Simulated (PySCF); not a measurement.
BrPdN: map over both bonds

These are results of PySCF, UPBE0, basis Pd def2-SVP with ECP28, N def2-SVP, Br def2-SVP (scalar-relativistic core potentials, no spin–orbit coupling, density fitting), not measurements.

Rigid scan from the triplet minimum (Pd–Br 2.365 Å, Pd–N 1.746 Å; Br–Pd–N 110.6°). Coordinate: rows scale the first bond (Pd–N), columns the second (Pd–Br). Energies in kJ/mol from the minimum.

Task: Give the energy map for rows 0.94, 0.97, 1.00, 1.04, 1.09, 1.15 and columns 0.94, 0.97, 1.00, 1.04, 1.09, 1.15.

Result: 
| scale \ scale | 0.94 | 0.97 | 1.00 | 1.04 | 1.09 | 1.15 |
| --- | --- | --- | --- | --- | --- | --- |
| 0.94 | 32.5 | 20.2 | 16.0 | 19.6 | 33.9 | 59.1 |
| 0.97 | 18.9 | 7.2 | 3.6 | 7.7 | 22.3 | 47.6 |
| 1.00 | 14.3 | 3.2 | 0.0 | 4.5 | 19.4 | 44.7 |
| 1.04 | 17.9 | 7.4 | 4.7 | 9.6 | 24.7 | 49.9 |
| 1.09 | 31.7 | 21.8 | 19.4 | 24.6 | 39.8 | 64.8 |
| 1.15 | 54.1 | 44.5 | 42.3 | 47.6 | 62.8 | 87.6 |

Task: And the size of the dipole moment (D) on the same grid?

Result: 
```
scale \ scale  0.94  0.97  1.00  1.04  1.09  1.15
         0.94  2.76  2.95  3.14  3.41  3.74  4.12
         0.97  2.78  2.97  3.17  3.43  3.75  4.12
         1.00  2.79  2.98  3.18  3.44  3.76  4.11
         1.04  2.79  2.98  3.18  3.44  3.75  4.09
         1.09  2.78  2.98  3.18  3.45  3.76  4.07
         1.15  2.79  3.00  3.22  3.50  3.82  4.13
```

Open d and f shells are described by one determinant, and the ground state may have another occupation or spin.

Other isomers or separated fragments may lie lower.

The scan took 97 s on 2 threads of a shared Arm Neoverse V1 host; the process peaked at 0.72 GiB.
